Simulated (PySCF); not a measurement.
Compound: C5H6Cl2Si.
InChI=1S/C5H6Cl2Si/c6-5(7)4-1-2-8-3-4/h1-3,5H,8H2

Torsions of this conformer, `[Cl:1][CH:2]([Cl:3])[C:4]1=[CH:5][SiH2:6][CH:7]=[CH:8]1`: Cl1–C2–C4–C5 -119°.

The closed-shell ground state was solved at several levels (PySCF, density fitting, gas phase, non-relativistic). The structure is a single PBE0-D3(BJ)/def2-SVP conformer in the gas phase; no vibrational or solvent corrections.

```
         level  basis functions  HOMO (eV)  LUMO (eV)  gap (eV)  dipole (D)
PBE0/def2-SVPD              226      -7.26      -1.98      5.28        1.59
B3LYP/pcSseg-1              187      -6.99      -2.11      4.88        1.72
```

**Question.** Estimate the row for PBE0/pcSseg-1, a basis of 187 functions; the other rows only guide the guess.

**Answer.** HOMO -7.25 eV, LUMO -1.97 eV, gap 5.28 eV, dipole 1.77 D.

**Question.** How far do the dipole and the HOMO energy spread over the levels?

**Answer.** The dipole runs from 1.59 to 1.77 D (mean 1.69 D) and the HOMO from -7.26 to -6.99 eV.
